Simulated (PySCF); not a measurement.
Al(F)(Et)(NH2) (C₂H₇AlFN), SMILES C[CH2][Al]([NH2])[F]. Heavy atoms are numbered as in [Al:1]([F:2])([CH2:3][CH3:4])[NH2:10]. Hydrogens are named by the atom that carries them.

Geometry optimised at B3LYP-D3(BJ)/def2-SVP. The structure was generated by enumeration; whether it is a known compound was not checked. The values are those of a single conformer.

Calculation: HF/pcSseg-1 run with PySCF.

GIAO shieldings, no solvent; atoms alike by connectivity are averaged. δ = σ(ref) − σ: ¹⁹F against CFCl3 (σ = 238.5 ppm); ¹³C against TMS (σ = 192.6 ppm); ¹H against TMS (σ = 31.99 ppm); ¹⁵N against NH3 (σ = 267.3 ppm), references at their B3LYP-D3(BJ)/def2-TZVP geometries, non-relativistic.

| nucleus | atoms | count | δ (ppm) |
|---|---|---|---|
| ¹⁹F | F2 | 1 | -146.0 |
| ¹³C | C4 (CH3) | 1 | 11.8 |
| ¹³C | C3 (CH2) | 1 | -4.3 |
| ¹H | H on C4 | 3 | 1.37 |
| ¹H | H on N10 | 2 | 1.07 |
| ¹H | H on C3 | 2 | 0.42 |
| ¹⁵N | N10 (NH2) | 1 | 12.0 |
